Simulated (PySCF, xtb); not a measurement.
ClFH₃NOSi, SMILES N[Si@@](F)(Cl)O.

GFN2-xTB run with xtb at its own geometry gives an orbital gap of 7.59 eV and a dipole moment of 3.28 D.

Geometry: PBE0-D3(BJ)/def2-SVP. The structure was generated by enumeration; whether it is a known compound was not checked. Other conformers were not sampled.

### Question
What does M06-2X/def2-TZVP run with PySCF give? (Estimate from the structure and the level; the computed values follow.)

### Answer
gap 10.72 eV (levels -9.77 and 0.95 eV), dipole 3.19 D.
